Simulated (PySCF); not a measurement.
**Excitation energy of C+ by level of theory**

C+ [He] 2s2 2p1 (2P) → C+ [He] 2s1 2p1 3d1 (high-spin determinant), as a difference of total energies. Computed with PySCF 2.14 in aug-cc-pCVTZ-DK with one added diffuse shell each of s, p, d, f type (8s7p5d3f, 75 functions), with the spin-free X2C one-electron Hamiltonian (Gaussian nucleus). Correlated levels: valence: 1s2 frozen; valence and next inner shell: nothing frozen. The calculations carry no spin-orbit coupling.

```
                                method  excitation energy (eV)
                                   UHF                  22.484
                                   LDA                  23.368
                                   PBE                  23.213
                                  PBE0                  23.343
                                r2SCAN                  23.176
                                B2PLYP                  23.814
                                  BLYP                  23.488
                               wB97X-V                  23.932
                               r2SCAN0                  23.345
                         MP2 (valence)                  23.716
                     SCS-MP2 (valence)                  24.042
    MP2 (valence and next inner shell)                  23.757
SCS-MP2 (valence and next inner shell)                  24.076
```

Task: How much does correlation contribute at MP2 (valence and next inner shell)?

Result: 23.757 − (22.484) = 1.273 eV, measured against UHF.

The promoted electron is Rydberg-like, and one or two diffuse shells describe it only roughly, which tends to raise the upper state.

The determinant of the upper state mixes LS terms, which raises its energy above the lowest term, most at the Hartree-Fock and MP2 levels.
